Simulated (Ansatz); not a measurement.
Ansatz (a first-principles code) input (CCSD(T)/aug-cc-pV(D+d)Z):
A basis named .json is the Basis Set Exchange file of that set.

Ansatz 0.2 input:
```yaml
crystal:
  periodic: [false, false, false]
  atoms:
    - {symbol: Si, position_ang: [-0.01744499, -0.55019002, 0.24289773]}
    - {symbol: F, position_ang: [-0.17163035, -1.47494125, -1.04826972]}
    - {symbol: Cl, position_ang: [-1.62755512, 0.72474828, 0.30091568]}
    - {symbol: Cl, position_ang: [1.73278471, 0.50920063, 0.05401721]}
basis:
  gaussian:
    orbitals: aug-cc-pV_D+d_Z.json
magnetization: {spin_polarized: true, initial_magnetization: 1}
correlation: {method: ccsd_t, electrons: outside_noble_gas}
output: {forces: true}
```

End of the output:

```
integrals: 0.35 GiB planned
1157 factors; integrals over basis functions are off by at most 3.4e-4 eV
mean field: 0.77 GiB planned
mean field evaluation 1: about -35577.6200 eV, gradient 2.0e1 eV
mean field evaluation 2: about -35577.6282 eV, gradient 2.0e1 eV
mean field evaluation 4: about -35579.7532 eV, gradient 2.2e0 eV
mean field evaluation 8: about -35579.8470 eV, gradient 1.7e-1 eV
mean field evaluation 16: about -35579.8190 eV, gradient 8.4e-1 eV
mean field -35579.84772215 eV, -1307.5352869020 hartree, gradient 9.7e-6 eV, S^2 0.754631; 0 other end points of the search recorded, 0 dependent functions left out
16 core orbitals not correlated
reference -35579.84772215 eV, -1307.5352869020 hartree; 13, 12 occupied and 90, 91 virtual orbitals, 1157 factors
densities: 2.02 GiB planned
second order -15.72186536 eV of doubles, -0.00000000 eV of singles
coupled cluster: 1.23 GiB planned
cycle   1  -16.13054313 eV  change   -4.1e-1 eV  update   9.3e-2
cycle   2  -16.44815020 eV  change   -3.2e-1 eV  update   2.8e-2
cycle   3  -16.54021458 eV  change   -9.2e-2 eV  update   1.6e-2
cycle   4  -16.53931071 eV  change    9.0e-4 eV  update   4.6e-3
cycle   5  -16.53564965 eV  change    3.7e-3 eV  update   2.2e-3
cycle   6  -16.53610794 eV  change   -4.6e-4 eV  update   9.1e-4
cycle   7  -16.53637991 eV  change   -2.7e-4 eV  update   3.2e-4
cycle   8  -16.53644974 eV  change   -7.0e-5 eV  update   1.3e-4
cycle   9  -16.53647646 eV  change   -2.7e-5 eV  update   4.6e-5
cycle  10  -16.53645978 eV  change    1.7e-5 eV  update   1.8e-5
cycle  11  -16.53646004 eV  change   -2.7e-7 eV  update   7.9e-6
cycle  12  -16.53646326 eV  change   -3.2e-6 eV  update   3.2e-6
perturbative correction -0.49474820 eV, -0.0181816612 hartree
the calculation of the forces begins
Total energy: -35596.87893361 eV, -1308.1611723791 hartree
Atom 0 at    -0.017445    -0.550190     0.242898 Å, force     0.068726     0.286618     0.685154 eV/Å
Atom 1 at    -0.171630    -1.474941    -1.048270 Å, force    -0.087035    -0.543764    -0.709854 eV/Å
Atom 2 at    -1.627555     0.724748     0.300916 Å, force    -0.216185     0.143027     0.028907 eV/Å
Atom 3 at     1.732785     0.509201     0.054017 Å, force     0.234494     0.114119    -0.004207 eV/Å
Dipole moment:     0.010839    -0.037292     0.180079 e Å
```

It need not be the lowest isomer of its formula.
